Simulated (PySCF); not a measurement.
GeSe, singlet, geometry from GFN2-xTB. Base run: LC-WPBE/6-31G, TDDFT in PySCF.

Input for PySCF:
```python
from pyscf import gto, scf, dft, tdscf

mol = gto.M(
    atom='''
Ge   -0.00000000   -0.00000000   -1.10899717
Se    0.00000000    0.00000000    1.04376205
''',
    basis='6-31g',
    verbose=4,
)

mf = dft.RKS(mol)
mf.xc = 'lc_wpbe'
mf.kernel()
td = mf.TDDFT()
td.nstates = 5
td.kernel()
td.analyze()
```

Each row names what was changed in the base input (with any setting that the change needs).

| change | first excitation (eV) | oscillator strength of the first | second (eV) | core-seconds (rough) |
|---|---|---|---|---|
| base | 3.32 | 0.000 | 3.66 | 30 |
| nstates = 10 | 3.32 | 0.000 | 3.66 | 30 |
| conv_tol = 1e-3 | 3.32 | 0.000 | 3.66 | 30 |
| functional = camb3lyp | 3.30 | 0.000 | 3.68 | 30 |
| functional = wb97x | 3.30 | 0.000 | 3.70 | 30 |
| states = triplets; response = Tamm-Dancoff | ___ | - | ___ | 20 |
| basis = def2-SVP | 3.34 | 0.000 | 3.69 | 30 |
| basis = aug-cc-pVDZ | 3.35 | 0.000 | 3.68 | 50 |
| functional = b3lyp | ___ | 0.000 | ___ | 10 |
| nstates = 2 | 3.32 | 0.000 | 3.69 | 20 |
| functional = hf | 3.35 | 0.000 | 3.63 | 3 |

### Question
Complete the blanks.

### Answer

- states = triplets; response = Tamm-Dancoff, first excitation (eV): 2.67
- states = triplets; response = Tamm-Dancoff, second (eV): 2.77
- functional = b3lyp, first excitation (eV): 3.40
- functional = b3lyp, second (eV): 3.72

An iterative solver can miss low states, so a row lists the states that it found.
